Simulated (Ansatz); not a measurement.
`C#C[SiH2][AlH][SiH3]` + silanol → `O[SiH2][SiH3]` + `C#C[SiH2][AlH2]`  (formal exchange of groups at the Si–Al bond)

Isolated molecules relaxed with PBE0-D4/def2-TZVP in Ansatz; ΔE leaves out vibrations. CCSD(T)/CBS adds triple-zeta CCSD(T) − MP2 to the extrapolated MP2 energy (def2 sets, frozen cores). DFT in def2-TZVPP. B3LYP here is the variant with VWN-RPA as its local correlation; programs differ in this. HSE06 is defined as in plane-wave codes. One conformer a species, not always the lowest.

```csv
level,ΔE (kJ/mol),difference from CCSD(T)/CBS
LDA (SPW92),59.3,28.3
revPBE-D4,42.2,11.2
r2SCAN-D4,47.5,16.5
B3LYP-D4,25.4,-5.6
CAM-B3LYP-D4,20.6,-10.4
ωB97X-V,26.3,-4.7
ωB97M-V,35.4,4.4
PBE-QIDH,38.2,7.2
B3LYP,18.9,-12.1
r2SCAN0,42.4,11.4
HSE06,39.0,8.0
LC-ωPBE,26.8,-4.2
RPA@PBE/def2-TZVPP,33.5,2.5
HF/def2-SVP,-9.2,-40.2
MP2/def2-SVP,35.5,4.5
MP2/CBS(def2),35.3,4.3
CCSD(T)/CBS,31.0,0
```

Largest T1 diagnostic among the species: 0.015.

From BLYP to BHLYP (50 % exact exchange), in def2-TZVPP and without D4, ΔE moves by −4.3 kJ/mol. In def2-TZVPP, CCSD(T) changes the Hartree–Fock value by +41.0 kJ/mol (the triples alone add +8.7 kJ/mol) and MP2 by +45.3 kJ/mol.
